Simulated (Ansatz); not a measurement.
Cost and result up the ladder for (NMe2)3Si-S-SiH3 (C₆H₂₁N₃SSi₂) (33 atoms). Total charge 0; singlet. Geometry: r2SCAN-D4/def2-SVP.

Cartesian coordinates in Å:
```
Si -0.220 -0.377 0.081
N 1.279 -1.050 -0.466
C 2.278 -1.705 0.348
C 1.714 -0.785 -1.823
N -1.459 -0.502 -1.116
C -2.134 -1.756 -1.380
C -1.840 0.566 -2.012
N -0.043 1.295 0.515
C -1.186 2.128 0.832
C 1.222 1.997 0.518
S -0.865 -1.544 1.810
Si 0.016 -0.287 3.310
H 3.164 -1.062 0.539
H 1.850 -2.000 1.317
H 2.643 -2.625 -0.149
H 0.886 -0.369 -2.419
H 2.561 -0.068 -1.867
H 2.047 -1.717 -2.321
H -1.919 -2.131 -2.401
H -3.234 -1.652 -1.289
H -1.815 -2.531 -0.666
H -2.911 0.836 -1.906
H -1.241 1.467 -1.815
H -1.680 0.283 -3.073
H -2.101 1.518 0.891
H -1.350 2.916 0.069
H -1.055 2.637 1.807
H 1.428 2.458 1.505
H 1.243 2.811 -0.236
H 2.044 1.303 0.291
H -0.718 0.998 3.504
H 1.451 0.013 3.018
H -0.057 -1.064 4.583
```

Ansatz on 2 threads of AMD EPYC 7R13 on a shared host and a share (18 GiB) of an NVIDIA H100 80GB HBM3. Times are rough, and most runs start from the orbitals of an earlier one. CAM-B3LYP-D4/def2-TZVP serves as the yardstick here, not as an exact answer. Differences are given only for rows in sets of like size (and for xTB, whose basis is part of the method), since another set adds its own error. Binding counts from free atoms at the same level (Si triplet, N quartet, C triplet, S triplet, H doublet; other spins of the atoms weren't run), without zero-point energy or a counterpoise term.

HSE06 is defined as in plane-wave codes, on full-range PBE exchange. Correlated methods freeze 24 core orbitals. The rows differ in basis, and correlated rows in double-zeta sets carry the largest basis error. Single mean-field runs in def2-TZVP are fitted with def2-universal-jkfit.

Correlated methods converge slowly with the basis, most of all in double-zeta sets.

```
                            level  functions  wall time
                        HF/STO-3G         93      1.2 s
                  PBE-D4/def2-SVP        285      1.9 s
                 PBE0-D4/def2-SVP        285        2 s
               BHLYP-D4/def2-TZVP        516      2.5 s
                 PBE-D4/def2-TZVP        516      2.6 s
  PBE0-D4/def2-TZVP (with forces)        516      3.1 s
               HSE06-D4/def2-TZVP        516      3.2 s
                    MP2/def2-TZVP        516      3.3 s
           CAM-B3LYP-D4/def2-TZVP        516      3.4 s
r2SCAN-D4/def2-TZVP (with forces)        516      4.5 s
                 CCSD(T)/def2-SVP        285      8.1 s
```

Problem. Estimate what each level gives for the binding energy per atom (eV).

Solution. 
```tsv
level	binding energy per atom (eV)	difference from CAM-B3LYP-D4/def2-TZVP (eV)
HF/STO-3G	3.44	–
PBE-D4/def2-SVP	3.96	–
PBE0-D4/def2-SVP	3.91	–
BHLYP-D4/def2-TZVP	3.79	-0.11
PBE-D4/def2-TZVP	3.94	0.05
PBE0-D4/def2-TZVP (with forces)	3.88	-0.01
HSE06-D4/def2-TZVP	3.89	-0.01
MP2/def2-TZVP	3.76	-0.14
CAM-B3LYP-D4/def2-TZVP	3.89	0.00
r2SCAN-D4/def2-TZVP (with forces)	3.87	-0.03
CCSD(T)/def2-SVP	3.67	–
```
